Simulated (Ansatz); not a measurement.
Single points on Al4Ga3⁺.

```yaml
crystal:
  periodic: [false, false, false]
  atoms:
    - {symbol: Al, position_ang: [0.718385, -0.767312, -1.220835]}
    - {symbol: Al, position_ang: [1.296304, 0.799128, 0.776855]}
    - {symbol: Al, position_ang: [-1.418742, 1.454896, 1.031639]}
    - {symbol: Al, position_ang: [-0.758116, -1.271574, 0.861566]}
    - {symbol: Ga, position_ang: [2.352719, -2.314447, 0.409245]}
    - {symbol: Ga, position_ang: [-2.235874, -0.097817, -0.879551]}
    - {symbol: Ga, position_ang: [0.045335, 2.197127, -0.978908]}
basis:
  gaussian: {orbitals: def2-SVP, initial_orbitals: start.molden}
total_charge: 1
correlation: {method: ccsd_t}
scf: {omitted_lower_state_checks: [starts]}
output: {orbitals: {seedname: orbitals}}
```

The file start.molden holds the orbitals of an earlier run on this structure, at another level or in another basis.

```sh
$ ansatz run in.yaml --threads 4 --pin off --events-out ev --progress --plain --max-ram 4787MiB
```

It prints (some lines left out):

```
Functional definition: HF
1589 factors; integrals over basis functions are off by at most 6.1e-4 eV
mean field evaluation 1: about -183296.3001 eV, gradient 2.2e1 eV
mean field evaluation 2: about -183297.4954 eV, gradient 1.2e0 eV
mean field evaluation 4: about -183297.6758 eV, gradient 6.4e-1 eV
mean field evaluation 8: about -183297.6782 eV, gradient 1.2e-4 eV
mean field evaluation 16: about -183292.7897 eV, gradient 1.1e1 eV
mean field evaluation 32: about -183295.4285 eV, gradient 1.3e-1 eV
mean field -183297.67824851 eV, -6736.0654320042 hartree, gradient 3.0e-6 eV, S^2 0.000000; 0 other end points of the search recorded, 0 dependent functions left out; unrestricted orbitals would lower it
47 core orbitals not correlated: weight in the atoms' cores, before any rotation towards them, 1.000 or more for the frozen orbitals, at most 0.000 for the correlated occupied ones
reference -183297.67824851 eV, -6736.0654320042 hartree; 25, 25 occupied and 96, 96 virtual orbitals, 1589 factors
second order -25.04862212 eV of doubles, -0.00000000 eV of singles
cycle   1  -22.10211204 eV  change     2.9e0 eV  update   2.7e-1
cycle   2  -23.52521254 eV  change    -1.4e0 eV  update   1.1e-1
cycle   3  -23.79260417 eV  change   -2.7e-1 eV  update   3.6e-2
cycle   4  -23.76911641 eV  change    2.3e-2 eV  update   1.3e-2
cycle   5  -23.77328072 eV  change   -4.2e-3 eV  update   8.6e-3
cycle   6  -23.77888327 eV  change   -5.6e-3 eV  update   4.8e-3
cycle   7  -23.77519472 eV  change    3.7e-3 eV  update   3.3e-3
cycle   8  -23.77486006 eV  change    3.3e-4 eV  update   2.0e-3
cycle   9  -23.77673864 eV  change   -1.9e-3 eV  update   1.2e-3
cycle  10  -23.77640131 eV  change    3.4e-4 eV  update   7.0e-4
cycle  11  -23.77619511 eV  change    2.1e-4 eV  update   4.1e-4
cycle  12  -23.77636193 eV  change   -1.7e-4 eV  update   2.4e-4
cycle  13  -23.77640421 eV  change   -4.2e-5 eV  update   1.3e-4
cycle  14  -23.77654615 eV  change   -1.4e-4 eV  update   6.7e-5
cycle  15  -23.77647820 eV  change    6.8e-5 eV  update   4.1e-5
cycle  16  -23.77649462 eV  change   -1.6e-5 eV  update   3.0e-5
perturbative correction -1.90383439 eV, -0.0699646233 hartree
Total energy: -183323.35857752 eV, -6737.0091666883 hartree
Checks for a lower state left out: starts
```

Run time 62 s (4 threads of Arm Neoverse V1 on a shared host), peak host memory 1.2 GiB.

As the first input, with `gaussian: {orbitals: def2-TZVP, initial_orbitals: start.molden}`, `hamiltonian: {xc: pbe, dispersion: d4}`, `output: {forces: true, orbitals: {seedname: orbitals}}` and without the key `correlation` (abridged; 9 s):

```
Functional definition: PBE
mean field -183479.50013304 eV, -6742.7472630173 hartree, gradient 1.2e-5 eV, S^2 0.000000
Total energy: -183479.98126441 eV, -6742.7649442688 hartree
Atom 0 force     0.002026     0.006020     0.032563 eV/Å
Atom 1 force    -0.019619    -0.019046    -0.023793 eV/Å
Atom 2 force     0.004090    -0.012564    -0.018360 eV/Å
Atom 3 force     0.014425     0.029951    -0.018114 eV/Å
Atom 4 force    -0.017585     0.016952    -0.009124 eV/Å
Atom 5 force     0.014150    -0.000675     0.015652 eV/Å
Atom 6 force     0.002512    -0.020637     0.021175 eV/Å
Dipole moment:     0.179439    -0.164595     0.310415 e Å
Checks for a lower state left out: starts
```

As the first input, with `gaussian: {orbitals: def2-TZVP, initial_orbitals: start.molden}`, `correlation: {method: mp2}` (abridged; 24 s):

```
Functional definition: HF
mean field -183327.53193853 eV, -6737.1625348766 hartree, gradient 2.4e-6 eV, S^2 0.000000; unrestricted orbitals would lower it
mean field evaluation 16: about -183327.9158 eV, gradient 9.9e-1 eV
47 core orbitals not correlated: weight in the atoms' cores, before any rotation towards them, 1.000 or more for the frozen orbitals, at most 0.000 for the correlated occupied ones
second order -27.03995350 eV of doubles, -0.00000000 eV of singles
Total energy: -183354.57189203 eV, -6738.1562348396 hartree
Checks for a lower state left out: starts
```

The first input with `gaussian: {orbitals: def2-TZVP, initial_orbitals: start.molden}`, `hamiltonian: {xc: {name: PBE-QIDH}}` and without the key `correlation`, `output` (abridged; 25 s):

```
Functional definition: PBE-QIDH
mean field -183435.68758743 eV, -6741.1371816631 hartree, gradient 4.3e-6 eV, S^2 0.000000; unrestricted orbitals would lower it
47 core orbitals not correlated: weight in the atoms' cores, before any rotation towards them, 1.000 or more for the frozen orbitals, at most 0.000 for the correlated occupied ones
second order -31.51115604 eV of doubles, -0.00000000 eV of singles
Total energy: -183446.19131845 eV, -6741.5231866587 hartree
Checks for a lower state left out: starts
```

First input, but with `gaussian: {orbitals: def2-TZVP, initial_orbitals: start.molden}`, `hamiltonian: {xc: {name: B97M-V}}` and without the key `correlation` (abridged; 32 s):

```
Functional definition: B97M-V
mean field -183480.36344033 eV, -6742.7789889750 hartree, gradient 2.0e-5 eV, S^2 0.000000
Total energy: -183480.36349977 eV, -6742.7789911593 hartree
Checks for a lower state left out: starts
```

The first input with `hamiltonian: {xc: pbe0, dispersion: d4}` and without the key `correlation` (abridged; 6 s):

```
Functional definition: PBE0
mean field -183454.49669952 eV, -6741.8284037833 hartree, gradient 1.8e-5 eV, S^2 0.000000
Total energy: -183454.91554149 eV, -6741.8437959416 hartree
Checks for a lower state left out: starts
```

First input, but with `gaussian: {orbitals: def2-TZVP, initial_orbitals: start.molden}`, `hamiltonian: {xc: {name: CAM-B3LYP}, dispersion: d4}` and without the key `correlation` (abridged; 21 s):

```
Functional definition: CAM-B3LYP
the host lacks memory for fits, so the integrals are decomposed
mean field -183524.90138541 eV, -6744.4157282678 hartree, gradient 3.6e-5 eV, S^2 0.000000
Total energy: -183525.35977491 eV, -6744.4325737711 hartree
Checks for a lower state left out: starts
```

Geometry: PBE-D4/def2-SVP.

Correlated methods freeze 47 core orbitals; core or outer-core shells of Ga are correlated, in sets that lack core-valence functions. At CCSD(T)/def2-SVP, MP2/def2-TZVP, PBE-QIDH/def2-TZVP the restricted singlet (for correlated methods, its reference) is unstable: a solution with broken spin symmetry lies lower. The restricted singlet is unstable towards broken spin symmetry at other levels; at PBE-D4/def2-TZVP, B97M-V/def2-TZVP, PBE0-D4/def2-SVP, CAM-B3LYP-D4/def2-TZVP this wasn't settled. Another isomer (singlet) lies 1.53 eV lower at PBE0-D4/def2-TZVP; other spin states weren't run for this one.
